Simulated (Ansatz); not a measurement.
`OP1[SiH2]C[Se]1`, charge 0, multiplicity 1.

(1) Give a relaxed structure at PBE0-D4/def2-TZVP (Ansatz 0.2.0). (Best estimate.)

Answers

(1) Ansatz gave: 
Cartesian coordinates in Å:
```
O -0.3418 2.0459 0.8796
P -0.4525 1.5117 -0.6923
Si -0.8860 -0.6645 -0.2083
C 0.9293 -1.0818 0.0361
Se 1.5293 0.4331 -1.0882
H -0.1401 2.9865 0.8967
H -1.8109 -0.9284 0.9308
H -1.4054 -1.3227 -1.4343
H 1.2770 -2.0309 -0.3707
H 1.3013 -0.9490 1.0506
```
This is one stationary point; other conformers may exist.
